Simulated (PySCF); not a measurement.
## NMR parameters of SiEt2(OAc)2

SiEt2(OAc)2, C8H16O4Si, point group C1.

Geometry:
```json
{"atom": "Si1", "x (Å)": "0.357", "y (Å)": "0.001", "z (Å)": "0.248"}
{"atom": "C2", "x (Å)": "0.324", "y (Å)": "-0.166", "z (Å)": "2.099"}
{"atom": "C3", "x (Å)": "1.051", "y (Å)": "-1.400", "z (Å)": "2.627"}
{"atom": "H4", "x (Å)": "-0.741", "y (Å)": "-0.179", "z (Å)": "2.387"}
{"atom": "H5", "x (Å)": "0.747", "y (Å)": "0.758", "z (Å)": "2.530"}
{"atom": "H6", "x (Å)": "0.986", "y (Å)": "-1.471", "z (Å)": "3.723"}
{"atom": "H7", "x (Å)": "0.622", "y (Å)": "-2.324", "z (Å)": "2.209"}
{"atom": "H8", "x (Å)": "2.122", "y (Å)": "-1.388", "z (Å)": "2.365"}
{"atom": "C9", "x (Å)": "2.038", "y (Å)": "0.137", "z (Å)": "-0.535"}
{"atom": "C10", "x (Å)": "2.849", "y (Å)": "1.339", "z (Å)": "-0.057"}
{"atom": "H11", "x (Å)": "1.866", "y (Å)": "0.183", "z (Å)": "-1.623"}
{"atom": "H12", "x (Å)": "2.581", "y (Å)": "-0.806", "z (Å)": "-0.348"}
{"atom": "H13", "x (Å)": "3.824", "y (Å)": "1.399", "z (Å)": "-0.565"}
{"atom": "H14", "x (Å)": "2.316", "y (Å)": "2.282", "z (Å)": "-0.253"}
{"atom": "H15", "x (Å)": "3.050", "y (Å)": "1.294", "z (Å)": "1.026"}
{"atom": "O16", "x (Å)": "-0.459", "y (Å)": "1.416", "z (Å)": "-0.235"}
{"atom": "C17", "x (Å)": "-1.794", "y (Å)": "1.536", "z (Å)": "-0.225"}
{"atom": "C18", "x (Å)": "-2.255", "y (Å)": "2.763", "z (Å)": "-0.950"}
{"atom": "O19", "x (Å)": "-2.516", "y (Å)": "0.722", "z (Å)": "0.292"}
{"atom": "H20", "x (Å)": "-3.331", "y (Å)": "2.905", "z (Å)": "-0.807"}
{"atom": "H21", "x (Å)": "-2.033", "y (Å)": "2.631", "z (Å)": "-2.020"}
{"atom": "H22", "x (Å)": "-1.694", "y (Å)": "3.643", "z (Å)": "-0.606"}
{"atom": "O23", "x (Å)": "-0.449", "y (Å)": "-1.387", "z (Å)": "-0.328"}
{"atom": "C24", "x (Å)": "-0.971", "y (Å)": "-1.484", "z (Å)": "-1.558"}
{"atom": "C25", "x (Å)": "-1.794", "y (Å)": "-2.724", "z (Å)": "-1.724"}
{"atom": "O26", "x (Å)": "-0.799", "y (Å)": "-0.645", "z (Å)": "-2.405"}
{"atom": "H27", "x (Å)": "-2.096", "y (Å)": "-2.840", "z (Å)": "-2.771"}
{"atom": "H28", "x (Å)": "-2.686", "y (Å)": "-2.632", "z (Å)": "-1.085"}
{"atom": "H29", "x (Å)": "-1.234", "y (Å)": "-3.603", "z (Å)": "-1.377"}
```

GIAO calculations in PySCF 2.14.0 with density-fitted response routines on the PBE0-D3(BJ)/def2-SVP structure: isolated species, non-relativistic, equivalent atoms averaged; basis pcSseg-1.

(1) Give the isotropic shieldings (ppm) with KT2, PBE0.

(2) And the chemical shifts, against references computed in the same way?

(3) Which part of the shielding of Si1 depends on the functional?

Answers

(1) 
```
                  atoms                           environment     KT2    PBE0
                    Si1            silicon bonded to 2 C, 2 O   349.3   340.2
                O19/O26                    oxygen bonded to C  -107.7  -130.8
                O16/O23                oxygen bonded to C, Si   100.7   108.4
                C17/C24               carbon bonded to C, 2 O    18.8     8.4
                C18/C25               carbon bonded to C, 3 H   161.6   161.3
                 C3/C10               carbon bonded to C, 3 H   175.3   177.4
                  C2/C9           carbon bonded to C, Si, 2 H   175.8   179.1
H20/H21/H22/H27/H28/H29      hydrogen on a carbon bonded to C   29.21   29.26
          H4/H5/H11/H12  hydrogen on a carbon bonded to C, Si   30.18   30.40
   H6/H7/H8/H13/H14/H15      hydrogen on a carbon bonded to C   30.18   30.28
     HOMO–LUMO gap (eV)                                     –    5.37    7.93
```

(2) 
| atoms | nucleus, reference | KT2 | PBE0 |
| --- | --- | --- | --- |
| Si1 | ²⁹Si, TMS | 11.7 | 11.8 |
| O19/O26 | ¹⁷O, H2O | 438.3 | 465.4 |
| O16/O23 | ¹⁷O, H2O | 230.0 | 226.2 |
| C17/C24 | ¹³C, TMS | 164.4 | 176.0 |
| C18/C25 | ¹³C, TMS | 21.6 | 23.1 |
| C3/C10 | ¹³C, TMS | 7.9 | 7.0 |
| C2/C9 | ¹³C, TMS | 7.4 | 5.3 |
| H20/H21/H22/H27/H28/H29 | ¹H, TMS | 1.97 | 2.01 |
| H4/H5/H11/H12 | ¹H, TMS | 1.00 | 0.87 |
| H6/H7/H8/H13/H14/H15 | ¹H, TMS | 1.00 | 0.99 |

(3) Diamagnetic: KT2 893, PBE0 889 ppm; paramagnetic: KT2 -543, PBE0 -549 ppm.

Unscaled 17O shifts of doubly bonded oxygen tend to come out too high, by tens of ppm or more. Experimental scales use liquid or dissolved standards, which lie at an offset from isolated H2O (liquid H2O: subtract about 36 ppm).
